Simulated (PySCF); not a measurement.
**BBr₂⁺ + Cl₂ → BCl₂⁺ + Br₂**

Level: PBE0 in the def2-TZVP basis family, all electrons, no relativity, computed in PySCF with density fitting; open shells unrestricted.

| species | state and structure | ZPE (kJ/mol) | H(298 K) − H(0) (kJ/mol) | S° (J/(mol K)) |
| --- | --- | --- | --- | --- |
| BBr₂⁺ | singlet, D∞h, B–Br 1.761 Å (×2) | 13.0 | 12.0 | 265.9 |
| Cl₂ | singlet, D∞h, Cl–Cl 1.982 Å | 3.5 | 9.1 | 222.5 |
| BCl₂⁺ | singlet, D∞h, B–Cl 1.610 Å (×2) | 16.2 | 11.2 | 243.1 |
| Br₂ | singlet, D∞h, Br–Br 2.281 Å | 2.0 | 9.7 | 244.8 |

(1) Is the gas-phase reaction uphill or downhill in electronic energy at this level, and by how much?

(2) Add zero-point, thermal and entropy terms for 298.15 K and 1 bar.

## Answers

(1) At PBE0/def2-TZVP, ΔE = -78.0 kJ/mol, downhill. 

(2) ΔZPE = 1.7 and Δ[H(298) − H(0)] = -0.2 kJ/mol give ΔH° = -76.5 kJ/mol. ΔS° = -0.5 J/(mol K), so ΔG° = -76.5 − 298.15 × (-0.0005) = -76 kJ/mol and log₁₀K = 13.4.

Only the bonding shown was studied: isomers, or loss of a ligand pair, can lie lower.
